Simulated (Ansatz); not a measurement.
`[OH][Zr]([F])([F])[c]1ccccc1`. The species carries charge 0 and has multiplicity 1. Zr takes the def2 core potential. The geometry is a stationary point of PBE0-D4/def2-TZVP. It is one conformer, not always the lowest.

```xyz
16

O    -0.488   -2.852    1.917
Zr   -0.008   -2.478    0.109
F     1.736   -3.108   -0.344
F    -1.288   -3.135   -1.146
C     0.021   -0.277   -0.066
C     0.370    0.271   -1.306
C     0.412    1.644   -1.506
C     0.101    2.500   -0.460
C    -0.249    1.984    0.779
C    -0.288    0.611    0.971
H    -0.700   -3.286    2.739
H     0.620   -0.376   -2.145
H     0.686    2.045   -2.476
H     0.132    3.574   -0.612
H    -0.492    2.655    1.596
H    -0.564    0.228    1.949
```

Task: What is the dipole moment at PBE/def2-TZVPP? (Estimate.)

Result: The calculation gave: 2.24 D, with components (-0.55, 0.64, 2.08) D in this frame, pointing from negative to positive charge.

Task: And with r2SCAN, B3LYP, ωB97M-V? (Estimate.)

Result: The calculation gave: r2SCAN 2.28 D, B3LYP 2.32 D, ωB97M-V 2.27 D.

Task: Give the Mulliken charges with PBE, r2SCAN, ωB97M-V in def2-TZVPP. (An estimate is asked.)

Result: Computed: 
```
atom    PBE  r2SCAN  ωB97M-V
  O1  -0.46   -0.53    -0.48
 Zr2   1.31    1.51     1.49
  F3  -0.35   -0.39    -0.39
  F4  -0.35   -0.39    -0.39
  C5  -0.14   -0.24    -0.23
  C6  -0.14   -0.10    -0.14
  C7  -0.14   -0.15    -0.15
  C8  -0.05   -0.03    -0.07
  C9  -0.14   -0.13    -0.14
 C10  -0.21   -0.17    -0.21
 H11   0.19    0.20     0.17
 H12   0.08    0.06     0.09
 H13   0.11    0.09     0.12
 H14   0.11    0.10     0.12
 H15   0.11    0.09     0.11
 H16   0.09    0.07     0.09
```

B3LYP here is the variant with VWN-RPA as its local correlation; programs differ in this.
